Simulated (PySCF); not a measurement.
ClGeH5SSi, SMILES [SiH2]([S][GeH3])Cl. The structure is a stationary point at PBE-D3(BJ)/def2-SVP. The structure was generated by enumeration, and PubChem lists no compound with its InChIKey, so it may never have been made. Other conformers were not sampled.

Computed equilibrium geometry at PBE-D3(BJ)/def2-SVP (PySCF confirms it by a frequency run) as bond lengths and angles (one conformer of several):
Atoms: Si1 Cl2 S3 Ge4 H5 H6 H7 H8 H9. Bonds (Å): Si1–Cl2 2.090, Si1–S3 2.141, Si1–H5 1.498, Si1–H6 1.500, S3–Ge4 2.266, Ge4–H7 1.547, Ge4–H8 1.550, Ge4–H9 1.546. Bond angles (°): Cl2–Si1–S3 111.8, Cl2–Si1–H5 109.0, Cl2–Si1–H6 106.1, S3–Si1–H5 106.4, S3–Si1–H6 111.9, H5–Si1–H6 111.6, Si1–S3–Ge4 97.7, S3–Ge4–H7 105.0, S3–Ge4–H8 108.6, S3–Ge4–H9 109.8, H7–Ge4–H8 111.2, H7–Ge4–H9 111.0, H8–Ge4–H9 111.0.
